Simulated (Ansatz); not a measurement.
Job for Ansatz (a program for electronic structure): R-PBE/def2-TZVPPD on GeH4 (SMILES [GeH4]) with ghost functions, monomers drawn apart or pushed together. Files ending in .json are basis or fitting sets from the Basis Set Exchange.

Ansatz 0.2 input:
```yaml
crystal:
  periodic: [false, false, false]
  atoms:
    - {symbol: Ge, position_ang: [-0.00003256, 0.13432416, 0.16204605]}
    - {symbol: H, position_ang: [-1.52394075, 0.28526054, 0.22581372]}
    - {symbol: H, position_ang: [0.41839493, -1.23619423, 0.71575661]}
    - {symbol: H, position_ang: [0.68099087, 1.24488269, 0.97313318]}
    - {symbol: H, position_ang: [0.45958978, 0.23235918, -1.30488836]}
basis:
  gaussian:
    orbitals: def2-TZVPPD.json
    ghost_atoms:
      - {symbol: C, position_ang: [1.07541378, -0.25714205, 3.62012529]}
      - {symbol: S, position_ang: [-0.73558874, -0.18476350, 3.43712892]}
      - {symbol: H, position_ang: [1.54543286, -0.65636782, 2.72371412]}
      - {symbol: H, position_ang: [1.40636773, 0.77023765, 3.76158878]}
      - {symbol: H, position_ang: [1.36070473, -0.84277845, 4.49133534]}
      - {symbol: H, position_ang: [-0.93674020, -1.49931378, 3.25114453]}
hamiltonian:
  xc: {name: PBE}
scf: {lower_state_search: off}
```

Program output:

```
Functional definition: PBE
[...]
these checks for a lower state are left out or cut short: stability, starts, cluster_reference, orbital_swaps, neighbouring_geometries, increment
integrals: 0.24 GiB planned
1288 factors; their error is unknown
mean field: 1.52 GiB planned
mean field evaluation 1: about -56573.2136 eV, gradient 2.5e1 eV
mean field evaluation 2: about -56573.5953 eV, gradient 2.8e1 eV
mean field evaluation 4: about -56574.0780 eV, gradient 5.9e-1 eV
mean field evaluation 8: about -56574.0722 eV, gradient 2.8e-3 eV
mean field -56574.07220875 eV, -2079.0588063882 hartree, gradient 8.2e-6 eV, S^2 0.000000; 0 other end points of the search recorded, 0 dependent functions left out
reference -56574.07225274 eV, -2079.0588080046 hartree; 18, 18 occupied and 260, 260 virtual orbitals, 1288 factors
Total energy: -56574.07225274 eV, -2079.0588080046 hartree
Checks for a lower state left out: stability, starts, cluster_reference, orbital_swaps, neighbouring_geometries, increment
```

The calculation finished and met its thresholds.

Cost: around 4 core-seconds (rough).
